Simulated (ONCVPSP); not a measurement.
**Varying the ONCV potential for manganese**

Base potential:

Mn, optimised norm-conserving Vanderbilt (ONCV), made with ONCVPSP 4.0.1 (PBE, fully relativistic). Core [Ne], reference 3s2 3p6 3d5 4s2. Waves: 3s+4s: rc 1.40 bohr, ncon 3, nbas 6, qcut 11.2 1/bohr, 2 projectors; 3p: rc 1.35 bohr, ncon 4, nbas 8, qcut 12.7 1/bohr, 2 projectors, debl 1.4 Ha; 3d: rc 1.60 bohr, ncon 4, nbas 8, qcut 9.1 1/bohr, 2 projectors, debl 3 Ha. Local part: polynomial inside 1.15 bohr (lpopt 5, dvloc0 1 Ha). Core correction: none.

Open shells are filled in proportion to 2j + 1.

In the p channel the program set the typed energies aside and used -1.990, 0.250 Ha (j = l + 1/2; the other j can differ).

Cutoffs, loose and tight: the cutoffs (Ha) at which the residual kinetic energy of the hardest occupied pseudo-wave falls to 1 and 0.1 mHa per electron. They do not see the model core or the augmentation charge, which bear on the density cutoff. Test errors are all-electron minus pseudo excitation energies from the reference, over the configurations 3s2 3p6 3d5 4s1; 3s2 3p6 3d5 4s0; 3s2 3p6 3d4 4s0; 3s2 3p6 3d5.5 4s1.5. A dash means not determined; rows that change the core or the reference have their own tests.

A true bound ghost makes a file unfit for plane-wave use even where its test errors are small: the radial tests pick states by their node count and pass the ghost by.

```csv
change,outcome,"cutoff, loose","cutoff, tight",bound ghosts,GHOST(+) flags above zero,largest test error (meV)
base,"generated, projector energies reset by the program",35 Ha,40 Ha,s,none,+33
p: qcut 8.4,"generated, projector energies reset by the program",35 Ha,39 Ha,s,none,+33
p: qcut 9.9,"generated, projector energies reset by the program",35 Ha,39 Ha,s,none,+33
p: qcut 11.5,"generated, projector energies reset by the program",35 Ha,39 Ha,s,none,+33
p: qcut 13.1,"generated, projector energies reset by the program",35 Ha,39 Ha,s,none,+33
p: qcut 16.5,"failed: ERROR pspot: first pseudo wave function has node, program will stop",–,–,–,–,–
p: qcut 19.1,"failed: ERROR pspot: first pseudo wave function has node, program will stop",–,–,–,–,–
```

(1) What comes out with this change to the base: p: qcut 14.8?

Results:

(1) outcome: generated, projector energies reset by the program; cutoff, loose: 56 Ha; cutoff, tight: 70 Ha; bound ghosts: s, p1/2; GHOST(+) flags above zero: none; largest test error (meV): +33.

Reading the sweep of the qcut of the p channel (base included, trends over the rows without a ghost): Bound ghosts are found at 8.4, 9.9, 11.5, 12.7, 13.1, 14.8 1/bohr. Every judged row has one, so this setting neither creates nor removes them. The generation fails at 16.5, 19.1 1/bohr.
